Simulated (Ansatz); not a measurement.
`CC(C)[Si]Cl` + `NB(S)Cl` → `CC(C)[Si]N` + `SB(Cl)Cl`  (redistribution)

Calculated with Ansatz (gas phase, PBE0-D4/def2-TZVP geometries, no zero-point term in ΔE). CCSD(T)/CBS adds triple-zeta CCSD(T) − MP2 to the extrapolated MP2 energy (def2 sets, frozen cores). This one scheme is used for every species. Functionals use def2-TZVPP. One conformer a species, not always the lowest.

```csv
level,ΔE (kcal/mol)
PBE0-D4,13.3
PBE0,13.3
```

Question: What does CCSD(T)/CBS give? (Best estimate.)

Answer: The calculation gave: +13.0 kcal/mol. The listed levels differ from it by 0.3, 0.3 kcal/mol.

Largest T1 diagnostic among the species: 0.012.

At CCSD(T), def2-SVP lies −1.9 kcal/mol from the extrapolated value and def2-TZVPP −0.7 kcal/mol. In def2-TZVPP, CCSD(T) changes the Hartree–Fock value by −3.7 kcal/mol (the triples alone add −0.7 kcal/mol) and MP2 by −4.1 kcal/mol. From r2SCAN to r2SCAN0 (25 % exact exchange), in def2-TZVPP and without D4, ΔE moves by +1.0 kcal/mol.
